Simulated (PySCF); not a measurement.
Frontier orbitals and the lowest excitations

Species: C₇H₈OS.
SMILES with atom numbers: `[CH:1]#[C:2][C@@H:3]([C:4]#[C:5][CH3:6])[S@:7]([CH3:8])=[O:9]` (hydrogens: H10 on C1; H11 on C3; H12, H13, H14 on C6; H15, H16, H17 on C8)

Computed, not measured: TDDFT PBE0/def2-SVPD, vertical, gas phase, core orbitals frozen in the response (PySCF 2.14.0, density-fitted response routines). Geometry: GFN2-xTB, one conformer, isolated molecule. Torsions of this conformer, `[CH:1]#[C:2][C@@H:3]([C:4]#[C:5][CH3:6])[S@:7]([CH3:8])=[O:9]`: C2–C3–S7–C8 176°.

Frontier orbitals with the atoms that hold most of them (Löwdin shares over 4%, at most four atoms; ? is withheld):

| orbital | ε (eV) | atoms |
| --- | --- | --- |
| HOMO-3 | -8.31 | C1 20%, C2 20%, C4 18%, C5 15% |
| HOMO-2 | -7.85 | C4 28%, C5 27%, C1 14%, C2 14% |
| HOMO-1 | -7.57 | O9 37%, S7 12%, C8 11%, C5 11% |
| HOMO | -6.86 | ? |
| LUMO | ? | ? |
| LUMO+1 | 0.33 | C6 16%, S7 15%, C5 13%, C4 7% |
| LUMO+2 | 0.40 | S7 24%, C1 14%, C2 11%, C8 11% |

Q: Which atoms hold the LUMO, and with what shares?

A: S7 (bonded to 2 C and O) 30%; C3 (bonded to 2 C, S and H) 14%; C1 (bonded to C and H) 11%; C2 (bonded to 2 C) 9%. By element: carbon 34% or more, sulfur 30%.

Q: Give the leading atoms of the HOMO.

A: O9 (bonded to S) 41%; S7 (bonded to 2 C and O) 26%; C3 (bonded to 2 C, S and H) 9%; C5 (bonded to 2 C) 6%. By element: oxygen 41%, sulfur 26%, carbon 15% or more.

Q: What is the LUMO energy, and the HOMO–LUMO gap?

A: ε(LUMO) = -0.51 eV; the gap is 6.36 eV (0.2337 hartree).

Q: How does S1 compare with the orbital gap of 6.36 eV?

A: S1 is at 5.15 eV (f = 0.080), 1.21 eV below the gap, made of HOMO→LUMO (85%), HOMO-1→LUMO (12%). 

Q: One configuration dominates each of S1 and S4. Which, and how do the shares of the two leading atoms of either orbital change from the occupied to the empty one?

A: 
- S1 (5.15 eV, f 0.080), HOMO→LUMO (85%): O9 41% → at most 10%, S7 26% → 30%, C3 9% → 14%
- S4 (5.92 eV, f 0.014), HOMO-2→LUMO (73%): C4 28% → at most 10%, C5 27% → at most 10%, S7 at most 15% → 30%, C3 at most 15% → 14%

Löwdin shares depend on the basis, the more so with diffuse functions.
